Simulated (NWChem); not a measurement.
**Lowest excitation of arsine (H3As)**

SMILES: [AsH3]
```xyz
4

As     0.0010     0.0726     0.0000
H     -0.6465    -0.7900     1.1000
H     -0.6465    -0.7900    -1.1000
H      1.2585    -0.8174     0.0000
```
Charge 0, spin multiplicity 1.

Everything below was run with NWChem. Structure: optimised with PBE/def2-SVP, a minimum by its harmonic frequencies.

Basis set: def2-SVPD.

```tsv
method	lowest vertical singlet excitation energy (eV)	relative cost	difference from EOM-CCSD
TD-BHandHLYP	7.10	under 3	-0.02
TD-B3LYP	6.78	under 3	-0.34
EOM-CCSD	7.12	1	0.00
TD-PBE	6.62	under 3	-0.50
CIS	7.53	under 3	+0.41
```

The values span 0.91 eV, from TD-PBE (lowest) to CIS (highest). Relative cost: rough, from shared machines, SCF included, EOM-CCSD = 1.

The Hamiltonian is non-relativistic. The correlated methods keep 9 core orbitals frozen. B3LYP has NWChem's definition, with VWN1-RPA local correlation. Differences from the coupled-cluster row are differences between methods, not errors against experiment.
